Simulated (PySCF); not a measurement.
## Sn²⁺: excitation energy

Sn²⁺ [Kr] 4d10 5s2 (1S) → Sn²⁺ [Kr] 4d9 5s2 5p1 (high-spin determinant), as a difference of total energies. Calculation: PySCF 2.14, in ANO-RCC-VTZP (7s6p4d2f1g, 68 functions); scalar relativity by spin-free X2C-1e. Correlated levels: valence and next inner shell: [Ar] 3d10 frozen. The calculations carry no spin-orbit coupling.

```csv
method,excitation energy (eV)
UHF,26.125
LDA,26.843
PBE,26.717
PBE0,26.771
r2SCAN,26.861
M06-L,27.342
PBEsol,26.745
BLYP,26.557
MP2 (valence and next inner shell),27.285
SCS-MP2 (valence and next inner shell),27.112
```

Task: How much does correlation contribute at MP2 (valence and next inner shell)?

Result: 27.285 − (26.125) = 1.160 eV, measured against UHF.

A first-order spin-orbit estimate (lowest level to lowest level, LS coupling) adds -0.194 eV.

The basis was made for the ground configuration and has no added diffuse functions, so the excitation energy can come out too high.

The determinant of the upper state mixes LS terms, which raises its energy above the lowest term, most at the Hartree-Fock and MP2 levels.
